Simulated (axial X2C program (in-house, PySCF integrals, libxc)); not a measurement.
**MoH: cheaper levels and CCSD(T), with spin–orbit coupling**

Calculated with an in-house relativistic program for diatomic molecules. Two-component (2c) means X2C with spin–orbit coupling and atomic mean-field two-electron Coulomb and Gaunt terms. Basis: Mo dyall-cv3z [11s12p9d5f3g], H dyall-v3z [6s2p1d] (cores contracted in-house); Gaussian nuclei, density fitting, unrestricted open shells. Masses: Mo 97.905 u, H 1.008 u.

State: Ω = 5/2 (⟨Sz⟩ = 2.50, ⟨Lz⟩ = 0.00 at HF); fragments Mo + H.

```json
{"level": "PBE0", "Re (Å)": "1.717", "ωe (cm⁻¹)": "1757.4", "De (eV)": "2.36"}
{"level": "HF", "Re (Å)": "1.780", "ωe (cm⁻¹)": "1596.2", "De (eV)": "1.26"}
{"level": "MP2", "Re (Å)": "1.702", "ωe (cm⁻¹)": "1813.4", "De (eV)": "2.18"}
{"level": "CCSD", "Re (Å)": "1.723", "ωe (cm⁻¹)": "1756.7", "De (eV)": "2.36"}
{"level": "TPSS", "Re (Å)": "1.721", "ωe (cm⁻¹)": "1770.5", "De (eV)": "2.69"}
```

Correlated methods: 15 electrons correlated (number of frozen shells: Mo 3 s, 2 p, 1 d; H none), 225 virtual spin orbitals or spinors in MP2, 110 natural virtuals in coupled cluster.

CCSD(T), same Hamiltonian and basis:

Re = 1.720 Å, ωe = 1765.1 cm⁻¹, De = 2.41 eV; T1 = 0.019 (Lee–Taylor normalisation).

Question: Give the differences from CCSD(T) in the columns below.

Answer: 

| level | ΔRe (Å) | Δωe (cm⁻¹) | ΔDe (eV) |
| --- | --- | --- | --- |
| PBE0 | -0.003 | -8 | -0.05 |
| HF | 0.060 | -169 | -1.15 |
| MP2 | -0.018 | 48 | -0.23 |
| CCSD | 0.003 | -8 | -0.05 |
| TPSS | 0.001 | 5 | 0.28 |

One determinant describes the state; a PBE0 search over occupations chose it and may have missed a lower one. Dissociation energies refer to the lowest single-determinant-based atoms at the same level and basis. Density functionals use the spin component along the axis (collinear). CCSD and (T) use frozen natural virtuals with an MP2 correction for the truncation; (T) itself is uncorrected, so its De runs slightly low. With several unpaired electrons one determinant need not be a pure state. This is the top spin component of a Σ state; components of lower Ω are not single determinants and can lie lower. The determinant is spin-polarised beyond a pure state at some levels (its spin-free form has ⟨S²⟩ too high), which makes Re and μ there less reliable.
